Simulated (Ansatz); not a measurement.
Geometry optimisation, UHF/def2-SVP in Ansatz 0.2.0.

Input file:

```yaml
crystal:
  periodic: [false, false, false]
  atoms:
    - { symbol: Ge, position_ang: [0.048893, 0.006526, -0.085146] }
    - { symbol: H, position_ang: [-0.040225, -0.129676, 1.45033] }
    - { symbol: H, position_ang: [1.532057, 0.103584, -0.487074] }
    - { symbol: C, position_ang: [-0.924788, 1.603207, -0.685036] }
    - { symbol: H, position_ang: [-1.992185, 1.496525, -0.4892] }
    - { symbol: H, position_ang: [-0.566903, 2.488888, -0.159369] }
    - { symbol: H, position_ang: [-0.783873, 1.756957, -1.755495] }
    - { symbol: H, position_ang: [-0.541172, -1.258311, -0.732317] }
    - { symbol: "N", position_ang: [-0.405453, 0.226859, 3.663352] }
    - { symbol: H, position_ang: [-0.368052, -0.780114, 3.802065] }
    - { symbol: H, position_ang: [0.556703, 0.525956, 3.80429] }
magnetization:
  spin_polarized: true
  initial_magnetization: 1
basis:
  gaussian: { orbitals: def2-SVP }
hamiltonian:
  xc: hf
relax:
  f_tol: 0.03
  max_steps: 50
output:
  orbitals: {}
```

Run as:

```bash
$ ansatz run input.yaml --threads 2 --pin off --max-ram 3072MiB --backend cpu --events-out ev --progress --plain --runs-dir out
```

Where does it end, and by what steps?

The forces met the threshold. The force dipped under the threshold on the way, but the program's further checks kept it going. After 16 steps the energy has fallen by 0.107 eV; N9 moved furthest, 0.94 Å.

```tsv
step	energy less start (eV)	largest force component (eV/Å)	accepted
0	0.0000	0.448	yes
1	-0.0372	1.042	yes
2	-0.0631	0.932	yes
3	-0.0972	0.231	yes
4	-0.1028	0.033	yes
5	-0.1050	0.150	yes
6	-0.1058	0.107	yes
7	-0.1065	0.009	yes
8	-0.0972	0.745	no
9	-0.1060	0.205	no
10	-0.1067	0.051	yes
11	-0.1064	0.165	no
12	-0.1069	0.004	yes
13	-0.1066	0.158	no
14	-0.1070	0.031	yes
15	-0.1071	0.052	yes
16	-0.1072	0.023	yes
```

```xyz
11
Properties=species:S:1:pos:R:3
Ge 0.110 0.007 -0.338
H 0.114 -0.209 1.186
H 1.566 0.155 -0.806
C -0.930 1.607 -0.793
H -1.962 1.501 -0.458
H -0.502 2.490 -0.316
H -0.933 1.766 -1.872
H -0.497 -1.240 -0.998
N -0.305 0.141 4.599
H -0.620 -0.669 4.072
H 0.476 0.492 4.051
```

The run took 37 s on 2 threads of Arm Neoverse V1 (shared host), peak memory 0.23 GiB.
